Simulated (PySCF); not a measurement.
Magnetic shielding above rings: a mixed set.

NICS = −σ at a ghost point: NICS(0) at the centroid of the ring atoms, NICS(1) 1 Å to either side along the normal of their mean plane, zz for the tensor component along that normal. Level: GIAO PBE0/pcSseg-1 (PySCF, non-relativistic, gas phase) on the GFN2-xTB geometries, one conformer each. Atom numbers follow the mapped SMILES.

Task: Order these rings by mean NICS(1)zz, lowest (most negative) first (ppm).
A. ring C6–C7–C8–C9–C10–C11 in `[CH:1]#[C:2][P@@:3](=[O:4])([O-:5])[c:6]1[cH:7][cH:8][cH:9][cH:10][cH:11]1` (charge -1)
B. ring C5–C6–P7–C8–P9–C10 in `[CH3:1][O:2][C:3](=[O:4])[c:5]1[cH:6][p:7][cH:8][p:9][c:10]1[SiH3:11]`
C. ring C3–Si4–S5–C6–S7–C8 in `[F:1][CH2:2][C@@H:3]1[SiH2:4][S:5][CH2:6][S:7][C@H:8]1[F:9]`
D. ring C1–C2–O3–Si4–O5 in `[CH2:1]1[CH2:2][O:3][SiH2:4][O:5]1`
E. ring C2–C3–O4–P5–O11 in `[CH3:1][C@@H:2]1[CH2:3][O:4][P@:5](=[O:6])([O:7][CH:8]2[CH2:9][CH2:10]2)[O:11]1`
F. ring C3–C4–C5–S6–C8–C9 in `[CH:1]#[C:2][C@H:3]1[CH2:4][CH2:5][S@:6](=[O:7])[CH2:8][CH2:9]1`
G. ring C1–C2–S3–C4–C8 in `[cH:1]1[cH:2][s:3][c:4]([C@H:5]2[CH2:6][SiH2:7]2)[cH:8]1`

Result: A (-29.1), B (-24.8), G (-23.4), D (-6.2), E (-4.8), F (3.5), C (5.6).

```
                      SMILES                                                      ring  NICS(0)  NICS(1)  NICS(1)zz  HOMA  rms pucker (Å)  ring atoms with four or more neighbours
  C#C[P@@](=O)([O-])c1ccccc1          6-membered carbocycle; formal bonds all aromatic     -8.8    -11.7      -29.1  1.00            0.00                                        0
       COC(=O)c1cpcpc1[SiH3]       6-membered ring with 2 P; formal bonds all aromatic     -6.1    -10.2      -24.8  0.90            0.01                                        0
     c1csc([C@H]2C[SiH2]2)c1         5-membered ring with S; formal bonds all aromatic    -11.6    -10.3      -23.4  0.77            0.00                                        0
                C1CO[SiH2]O1  5-membered ring with 2 O and Si; formal bonds all single     -7.6     -2.4       -6.2     –            0.08                                        3
C[C@@H]1CO[P@](=O)(OC2CC2)O1   5-membered ring with 2 O and P; formal bonds all single     -8.6     -3.0       -4.8     –            0.12                                        3
      C#C[C@H]1CC[S@](=O)CC1           6-membered ring with S; formal bonds all single     -1.7     -2.2        3.5     –            0.29                                        5
   FC[C@@H]1[SiH2]SCS[C@H]1F  6-membered ring with 2 S and Si; formal bonds all single     -1.5     -1.2        5.6     –            0.32                                        4
```

NICS(0) gives another order. The isotropic NICS(1) gives another order. HOMA uses Krygowski's 1993 parameters; it is left out where a ring has a four-coordinate atom, a triple bond, no multiple bond or a kind of bond without parameters. NICS(1) and NICS(1)zz are means over the two faces.
